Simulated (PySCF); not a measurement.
Al2(mu-Cl)2(Me)4, C4H12Al2Cl2, singlet (GFN2-xTB optimised geometry):

```
20

Al    -1.302     2.013     2.132
Al    -0.025    -0.023     0.000
Cl    -0.668    -0.121     2.130
C      0.057     3.011     3.183
H     -0.046     4.094     3.057
H      1.096     2.771     2.928
H     -0.045     2.829     4.257
C     -3.289     2.022     2.136
H     -3.691     3.017     1.920
H     -3.695     1.747     3.114
H     -3.750     1.342     1.410
Cl    -0.665     2.110     0.000
C      1.962    -0.023     0.000
H      2.369     0.245    -0.980
H      2.369    -1.013     0.227
H      2.418     0.668     0.719
C     -1.377    -1.028    -1.054
H     -1.276    -0.844    -2.128
H     -2.418    -0.797    -0.800
H     -1.264    -2.110    -0.930
```

Computed with PBE0/def2-SVP in PySCF.

Problem. What are the frontier orbital energies and the dipole moment?

Solution. HOMO-2 -8.58 eV, HOMO-1 -8.02 eV, HOMO -7.60 eV, LUMO 0.42 eV, LUMO+1 0.72 eV; dipole moment 0.00 D.

On the same geometry PBE/def2-SVP (PySCF) gives HOMO-2 -7.22 eV, HOMO-1 -6.68 eV, HOMO -6.29 eV, LUMO -0.36 eV, LUMO+1 -0.05 eV; dipole moment 0.00 D.

Meta-Löwdin charges at PBE0/def2-SVP: Al1 0.73, Al2 0.73, Cl3 -0.21, C4 -0.60, H5 0.11, H6 0.11, H7 0.11, C8 -0.60, H9 0.11, H10 0.11, H11 0.11, Cl12 -0.21, C13 -0.60, H14 0.11, H15 0.11, H16 0.11, C17 -0.60, H18 0.11, H19 0.11, H20 0.11.
